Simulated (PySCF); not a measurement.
HKO, triplet, at the geometry of the source list (a higher spin typed on purpose: for a closed-shell molecule this is an excited state); DF-TPSS/pc-1 (PySCF).

The PySCF input:
```python
from pyscf import gto, scf, dft

mol = gto.Mole()
mol.atom = '''
    K    -1.19540000   -0.72060000   -0.97020000
    O     0.41450000   -0.04720000    0.31440000
    H     0.78090000    0.76790000    0.65580000
'''
mol.basis = 'pc-1'
mol.spin = 2
mol.verbose = 4
mol.build()

mf = dft.UKS(mol)
mf.xc = 'tpss'
mf = mf.density_fit(auxbasis='def2-universal-jkfit')
mf.kernel()
mf.analyze()
```

Question: Write the output that PySCF gives for this input, abridged.

Answer: 
```
PySCF version 2.14.0

[INPUT] verbose = 4
[INPUT] num. atoms = 3
[INPUT] num. electrons = 28
[INPUT] charge = 0
[INPUT] spin (= nelec alpha-beta = 2S) = 2
[INPUT] symmetry False subgroup None
[INPUT] Mole.unit = angstrom
[INPUT] Symbol           X                Y                Z      unit          X                Y                Z       unit  Magmom
[INPUT]  1 K     -1.195400000000  -0.720600000000  -0.970200000000 AA   -2.258978609305  -1.361736645362  -1.833412286053 Bohr   0.0
[INPUT]  2 O      0.414500000000  -0.047200000000   0.314400000000 AA    0.783291478632  -0.089195073079   0.594129893563 Bohr   0.0
[INPUT]  3 H      0.780900000000   0.767900000000   0.655800000000 AA    1.475687130673   1.451120691054   1.239282392490 Bohr   0.0

nuclear repulsion = 44.9411285511359
number of shells = 8
number of NR pGTOs = 90
number of NR cGTOs = 43
basis = pc-1
ecp = {}

******** <class 'pyscf.df.df_jk.DFUKS'> ********
method = DFUKS
initial guess = minao
damping factor = 0
level_shift factor = 0
DIIS = <class 'pyscf.scf.diis.CDIIS'>
diis_start_cycle = 1
diis_space = 8
diis_damp = 0
SCF conv_tol = 1e-09
SCF conv_tol_grad = None
SCF max_cycles = 50
direct_scf = False
number electrons alpha = 15  beta = 13
XC library pyscf.dft.libxc version 7.1.2
    S. Lehtola, C. Steigemann, M. J. T. Oliveira, and M. A. L. Marques,  SoftwareX 7, 1–5 (2018)
XC functionals = tpss
    J. Tao, J. P. Perdew, V. N. Staroverov, and G. E. Scuseria,  Phys. Rev. Lett. 91, 146401 (2003)
    J. P. Perdew, J. Tao, V. N. Staroverov, and G. E. Scuseria,  J. Chem. Phys. 120, 6898 (2004)
    J. Tao, J. P. Perdew, V. N. Staroverov, and G. E. Scuseria,  Phys. Rev. Lett. 91, 146401 (2003)
    J. P. Perdew, J. Tao, V. N. Staroverov, and G. E. Scuseria,  J. Chem. Phys. 120, 6898 (2004)
radial grids:
    Treutler-Ahlrichs [JCP 102, 346 (1995); DOI:10.1063/1.469408] (M4) radial grids

becke partition: Becke, JCP 88, 2547 (1988); DOI:10.1063/1.454033
pruning grids: <function nwchem_prune>
grids dens level: 3
symmetrized grids: False
atomic radii adjust function: <function treutler_atomic_radii_adjust>
small_rho_cutoff = 0
Set gradient conv threshold to 3.16228e-05
tot grids = 43936
init E= -675.601028139235

cycle= 1 E= -675.579454977904  delta_E= 0.0216  |g|= 0.233  |ddm|= 1.15

cycle= 2 E= -675.563194808883  delta_E= 0.0163  |g|= 0.315  |ddm|= 0.45

cycle= 3 E= -675.602402472745  delta_E= -0.0392  |g|= 0.0291  |ddm|= 0.247

cycle= 4 E= -675.602821412502  delta_E= -0.000419  |g|= 0.00922  |ddm|= 0.0841

cycle= 5 E= -675.602884075917  delta_E= -6.27e-05  |g|= 0.00291  |ddm|= 0.0305

cycle= 6 E= -675.602889355729  delta_E= -5.28e-06  |g|= 0.000472  |ddm|= 0.00412

cycle= 7 E= -675.60288970298  delta_E= -3.47e-07  |g|= 0.000166  |ddm|= 0.00247

cycle= 8 E= -675.602889736786  delta_E= -3.38e-08  |g|= 6.63e-05  |ddm|= 0.00062

cycle= 9 E= -675.602889741249  delta_E= -4.46e-09  |g|= 1.61e-05  |ddm|= 0.000196

cycle= 10 E= -675.602889741673  delta_E= -4.24e-10  |g|= 4.24e-06  |ddm|= 7.3e-05

Extra cycle  E= -675.602889741709  delta_E= -3.55e-11  |g|= 2.96e-06  |ddm|= 2.1e-05
converged SCF energy = -675.602889741709  <S^2> = 2.0018246  2S+1 = 3.0012161
**** SCF Summaries ****
Total Energy =                        -675.602889741708736
Nuclear Repulsion Energy =              44.941128551135876
One-electron Energy =                -1017.587866917480142
Two-electron Energy =                  297.043848624635530
Two-electron Coulomb Energy =          339.422765179015073
DFT Exchange-Correlation Energy =      -42.378916554379543
**** MO energy ****
                             alpha | beta                alpha | beta
MO #1   energy= -129.124933989859  | -129.124304450041  occ= 1 | 1
MO #2   energy= -19.0121791991417  | -18.9850914294501  occ= 1 | 1
MO #3   energy= -12.9237091667101  | -12.9230869098374  occ= 1 | 1
MO #4   energy= -10.2827354394452  | -10.2820514070722  occ= 1 | 1
MO #5   energy= -10.2824191378416  | -10.2818737191206  occ= 1 | 1
MO #6   energy= -10.2820439414409  | -10.2811559539316  occ= 1 | 1
MO #7   energy= -1.29577594534734  | -1.29268503262873  occ= 1 | 1
MO #8   energy= -1.02497400721139  | -0.963026723499747 occ= 1 | 1
MO #9   energy= -0.698261452094668 | -0.691662094963263 occ= 1 | 1
MO #10  energy= -0.686325453743476 | -0.683138191710045 occ= 1 | 1
MO #11  energy= -0.685442103336163 | -0.682596102527056 occ= 1 | 1
MO #12  energy= -0.490593801370512 | -0.467873143210106 occ= 1 | 1
MO #13  energy= -0.429687096411336 | -0.335177524201538 occ= 1 | 1
MO #14  energy= -0.358489589595329 | -0.281298743551531 occ= 1 | 0
MO #15  energy= -0.0787972919860809 | -0.0502617398455514 occ= 1 | 0
MO #16  energy= -0.0139768553634054 | 0.0114503004934492 occ= 0 | 0
MO #17  energy= -0.004658719617185 | 0.0182875008859895 occ= 0 | 0
MO #18  energy= -0.00463836698057575 | 0.0257428145866889 occ= 0 | 0
MO #19  energy= 0.0230663236686839 | 0.0429339748382342 occ= 0 | 0
MO #20  energy= 0.033529750541887  | 0.0515559115660876 occ= 0 | 0
MO #21  energy= 0.0335674285724259 | 0.0539227408340494 occ= 0 | 0
MO #22  energy= 0.0480959124088165 | 0.0700737304611659 occ= 0 | 0
MO #23  energy= 0.0570143186034655 | 0.0711101927810028 occ= 0 | 0

To work with the spin densities directly, `use mulliken_meta_spin()` only printing them here.

 ** Mulliken spin pop alpha/beta on meta-lowdin orthogonal AOs **
 ** Mulliken Spin Density (per AO)  **
spin_pop of  0 K 1s        0.00000
spin_pop of  0 K 2s        0.00004
spin_pop of  0 K 3s        0.00046
spin_pop of  0 K 4s        0.94008
spin_pop of  0 K 5s        0.00310
spin_pop of  0 K 2px       0.00000
spin_pop of  0 K 2py       0.00000
spin_pop of  0 K 2pz      -0.00000
spin_pop of  0 K 3px       0.00168
spin_pop of  0 K 3py       0.00125
spin_pop of  0 K 3pz       0.00115
spin_pop of  0 K 4px       0.00476
spin_pop of  0 K 4py       0.00228
spin_pop of  0 K 4pz       0.00231
spin_pop of  0 K 3dxy      0.00064
spin_pop of  0 K 3dyz      0.00043
spin_pop of  0 K 3dz^2    -0.00005
spin_pop of  0 K 3dxz      0.00036
spin_pop of  0 K 3dx2-y2   -0.00005
spin_pop of  0 K 4dxy      0.00061
spin_pop of  0 K 4dyz      0.00030
spin_pop of  0 K 4dz^2     0.00001
spin_pop of  0 K 4dxz      0.00167
spin_pop of  0 K 4dx2-y2    0.00327
spin_pop of  1 O 1s       -0.00001
spin_pop of  1 O 2s        0.03241
spin_pop of  1 O 3s        0.00185
spin_pop of  1 O 2px       0.47651
spin_pop of  1 O 2py       0.28395
spin_pop of  1 O 2pz       0.24468
spin_pop of  1 O 3px      -0.00006
spin_pop of  1 O 3py       0.00063
spin_pop of  1 O 3pz      -0.00033
spin_pop of  1 O 3dxy     -0.00005
spin_pop of  1 O 3dyz     -0.00004
spin_pop of  1 O 3dz^2     0.00010
spin_pop of  1 O 3dxz      0.00033
spin_pop of  1 O 3dx2-y2    0.00012
spin_pop of  2 H 1s       -0.00507
spin_pop of  2 H 2s        0.00025
spin_pop of  2 H 2px       0.00021
spin_pop of  2 H 2py       0.00015
spin_pop of  2 H 2pz       0.00007
 ** Mulliken Spin Density (per atom)  **
spin density of  0 K =      0.96429
spin density of  1 O =      1.04009
spin density of  2 H =     -0.00439
 ** Mulliken pop alpha/beta on meta-lowdin orthogonal AOs **
 ** Mulliken pop       alpha | beta **
In total            15.00000 | 13.00000
 ** Mulliken atomic charges   ( Nelec_alpha | Nelec_beta ) **
charge of  0K =      0.00023  (     9.98203      9.01774 )
charge of  1O =     -0.34730  (     4.69370      3.65360 )
charge of  2H =      0.34707  (     0.32427      0.32866 )
Dipole moment(X, Y, Z, Debye):  1.86459,  0.80277,  1.49109
```
